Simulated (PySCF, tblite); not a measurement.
Isomers of C4H14Si4. Computed with GFN2-xTB (tblite): harmonic, unscaled wavenumbers at the GFN2-xTB geometry, gas phase. Against measured fundamentals such values can be off by several per cent, at times by over 20. Modes of hydrogen on silicon can be 10 to 20 % off. One conformer each.

Electronic energies: PBE0-D3(BJ)/def2-SVP at its own geometries (PySCF, gas phase).

```json
{"SMILES": "CC#C[SiH2][Si@@H]([SiH3])[SiH2]C", "electronic energy, lowest = 0 (kJ/mol)": "99.2"}
{"SMILES": "C[Si@H]1[SiH2][Si@@H](C2CC2)[SiH2]1", "electronic energy, lowest = 0 (kJ/mol)": "1.9"}
{"SMILES": "C[Si@@H]1[SiH2][SiH2][Si@@H]1C1CC1", "electronic energy, lowest = 0 (kJ/mol)": "0.0"}
```

Question: How do GFN2-xTB zero-point energies change the relative energies?

Answer: 
| SMILES | ZPE (kJ/mol) | of it from modes above 1550 cm⁻¹ | electronic (kJ/mol) | with ZPE, lowest = 0 (kJ/mol) | lowest mode (cm⁻¹) | rings |
| --- | --- | --- | --- | --- | --- | --- |
| C[Si@@H]1[SiH2][SiH2][Si@@H]1C1CC1 | 411.6 | 223.0 | 0.0 | 0.0 | 34 | 2 |
| C[Si@H]1[SiH2][Si@@H](C2CC2)[SiH2]1 | 411.5 | 222.9 | 1.9 | 1.8 | 35 | 2 |
| CC#C[SiH2][Si@@H]([SiH3])[SiH2]C | 387.6 | 226.3 | 99.2 | 75.2 | 8 | 0 |

The zero-point energies span 24.0 kJ/mol, from `CC#C[SiH2][Si@@H]([SiH3])[SiH2]C` to `C[Si@@H]1[SiH2][SiH2][Si@@H]1C1CC1`. The order is unchanged.

Question: And how do the electronic energies of GFN2-xTB itself compare?

Answer: `C[Si@@H]1[SiH2][SiH2][Si@@H]1C1CC1` 0.0; `C[Si@H]1[SiH2][Si@@H](C2CC2)[SiH2]1` 0.3; `CC#C[SiH2][Si@@H]([SiH3])[SiH2]C` 4.7 kJ/mol, lowest = 0. Against the energies above, taken from the same isomer `C[Si@@H]1[SiH2][SiH2][Si@@H]1C1CC1`, the largest difference is 94.5 kJ/mol. The two levels were optimised apart and needn't hold the same conformer.
